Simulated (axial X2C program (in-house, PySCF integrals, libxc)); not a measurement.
**What spin–orbit coupling does to InN⁺**

All values were computed with an in-house relativistic program for diatomic molecules. Spin-free means the one-electron spin-free X2C Hamiltonian; two-component (2c) means X2C with spin–orbit coupling and atomic mean-field two-electron Coulomb and Gaunt terms, so the difference of the two also holds small scalar two-electron terms. Basis: In dyall-v3z [11s12p9d1f], N dyall-v3z [6s6p2d1f] (cores contracted in-house); Gaussian nuclei, density fitting, unrestricted open shells. Masses: In 114.904 u, N 14.003 u.

Spin-free state: M_S = 3/2, Λ = 0 (beyond evenly filled blocks: σα, π+α, π-α); fragments In+ + N.

```tsv
level	Re (Å)	ωe (cm⁻¹)	De (eV)	μ (D)
PBE0	2.837	102.0	0.117	-0.41
MP2	3.108	78.4	0.072	n/a
r2SCAN0	2.836	105.5	0.115	-0.35
```

Correlated methods: 17 electrons correlated (number of frozen shells: In 4 s, 3 p, 1 d; N 1 s), 169 virtual spin orbitals or spinors in MP2.

Dipoles are positive if N is the positive end and refer to the centre of mass.

Two-component determinant lowest at the distance of the search:

Ω = 3/2 (⟨Sz⟩ = 1.50, ⟨Lz⟩ = 0.00 at HF); fragments In+ + N.

```csv
level,Re (Å),ωe (cm⁻¹),De (eV),μ (D)
PBE0,2.837,102.1,0.118,-0.40
MP2,3.110,78.4,0.072,n/a
r2SCAN0,2.835,105.5,0.115,-0.35
```

Q: From the two tables, how do the constants change at the MP2 level (2c against spin-free)?

A: At the MP2 level Re goes up by 0.002 Å and ωe is unchanged to within 0.2 cm⁻¹; De changes by 0.000 eV.

The state is one determinant whose occupation by symmetry is held fixed; it was picked as the lowest of a PBE0 search that is not exhaustive. De is counted from the lowest determinant-based energies of the atoms at the same level, without counterpoise correction. Density functionals use the spin component along the axis (collinear). With several unpaired electrons one determinant need not be a pure state. This is the top spin component of a Σ state; components of lower Ω are not single determinants and can lie lower.
